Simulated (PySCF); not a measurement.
Species: C₆H₁₀O₂.
Numbering: `[CH3:1][C:2](=[O:3])[O:4][C@@H:5]1[CH2:6][C@@H:7]1[CH3:8]` (hydrogens: H9, H10, H11 on C1; H12 on C5; H13, H14 on C6; H15 on C7; H16, H17, H18 on C8)

Theory: PBE0-D3(BJ)/def2-SVP geometry optimisation, gas phase in PySCF 2.14.0.

**Question.** What internal coordinates does the optimisation give?

**Answer.** 
```csv
bond,length (bohr)
C1–C2,2.837
C2=O3,2.270
C2–O4,2.544
O4–C5,2.654
C5–C6,2.813
C6–C7,2.851
C7–C8,2.842
C5–C7,2.830
"C1–H9, C1–H10, C1–H11",2.075
C5–H12,2.066
C6–H13,2.067
C6–H14,2.065
C7–H15,2.070
"C8–H16, C8–H17, C8–H18",2.080
```

Bonds in one row agree within 0.02 bohr and their mean is given. A selection of angles:
```csv
angle,degrees
C1–C2–O3,125.2
C1–C2–O4,111.5
O3–C2–O4,123.4
C2–O4–C5,115.8
O4–C5–C6,115.4
O4–C5–C7,118.2
C6–C5–C7,60.7
C5–C6–C7,59.9
C6–C7–C8,121.0
C5–C7–C6,59.4
C5–C7–C8,120.6
```

Torsions: C1–C2–O4–C5 -178° (antiperiplanar); C2–O4–C5–C6 159° (antiperiplanar); O4–C5–C6–C7 -110° (anticlinal); C5–C6–C7–C8 110° (anticlinal); O4–C5–C7–C6 105° (anticlinal).

The 5 C–C bonds span 1.488 Å (C5–C6, drawn single) to 1.509 Å (C6–C7, drawn single), a spread of 0.021 Å. O4 (ester single-bonded oxygen) is bent (angle 115.8°). The 3 C–O bonds span 1.201 Å (C2=O3, drawn double) to 1.405 Å (O4–C5, drawn single), a spread of 0.204 Å. The 3-membered ring C5–C6–C7 has internal angles of 59.4° to 60.7°. Of the pairs four or more bonds apart, O3···H12 is among the closest relative to their van der Waals radii: 2.59 Å, 95 % of the sum of Bondi's values.

Point group: C1 (no symmetry element, even within 0.4 Å). No frequency check. The numbers are those of one conformer.
